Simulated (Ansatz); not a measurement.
Ansatz (an electronic-structure program) input (wB97M-V/def2-TZVPD):

Ansatz 0.2 input:
```yaml
crystal:
  periodic: [false, false, false]
  atoms:
    - {symbol: C, position_ang: [-1.60525203, 1.39753130, -0.26494624]}
    - {symbol: Si, position_ang: [-0.16168554, 0.21986458, -0.55624591]}
    - {symbol: P, position_ang: [-0.56789076, -1.93893326, 0.02901077]}
    - {symbol: P, position_ang: [1.68750032, 1.05222710, 0.46095617]}
    - {symbol: H, position_ang: [-1.35446702, 2.40829381, -0.59153598]}
    - {symbol: H, position_ang: [-2.49167296, 1.06538342, -0.80689425]}
    - {symbol: H, position_ang: [-1.85277393, 1.43215095, 0.80024320]}
    - {symbol: H, position_ang: [-1.16737696, -1.60178613, 1.27591437]}
    - {symbol: H, position_ang: [-1.81521553, -2.00404556, -0.64816126]}
    - {symbol: H, position_ang: [2.46989239, -0.10654670, 0.22568232]}
    - {symbol: H, position_ang: [1.31258043, 0.64385063, 1.77236780]}
basis:
  gaussian:
    orbitals: def2-TZVPD
hamiltonian:
  xc: {name: wB97M-V}
magnetization: {spin_polarized: true, initial_magnetization: 1}
output: {forces: true}
```

End of the output:

```
the calculation of the forces begins
reference -27603.97167540 eV, -1014.4272484269 hartree; 29, 28 occupied and 200, 201 virtual orbitals, 1365 factors
Total energy: -27603.97167540 eV, -1014.4272484269 hartree
Atom 0 at    -1.605252     1.397531    -0.264946 Å, force     0.082127    -0.074507    -0.004100 eV/Å
Atom 1 at    -0.161686     0.219865    -0.556246 Å, force    -0.014045    -0.025346     0.124297 eV/Å
Atom 2 at    -0.567891    -1.938933     0.029011 Å, force    -0.045305     0.134572     0.002788 eV/Å
Atom 3 at     1.687500     1.052227     0.460956 Å, force    -0.090640    -0.096203    -0.007861 eV/Å
Atom 4 at    -1.354467     2.408294    -0.591536 Å, force     0.001033    -0.022854     0.002810 eV/Å
Atom 5 at    -2.491673     1.065383    -0.806894 Å, force     0.016483     0.003057     0.005794 eV/Å
Atom 6 at    -1.852774     1.432151     0.800243 Å, force     0.009124    -0.004860    -0.014305 eV/Å
Atom 7 at    -1.167377    -1.601786     1.275914 Å, force     0.024996     0.003382    -0.076543 eV/Å
Atom 8 at    -1.815216    -2.004046    -0.648161 Å, force     0.074186     0.036762     0.038545 eV/Å
Atom 9 at     2.469892    -0.106547     0.225682 Å, force    -0.064327     0.045401     0.009845 eV/Å
Atom 10 at     1.312580     0.643851     1.772368 Å, force     0.006368     0.000596    -0.081268 eV/Å
Dipole moment:    -0.260320     0.091540     0.039792 e Å
```

It need not be the lowest isomer of its formula.
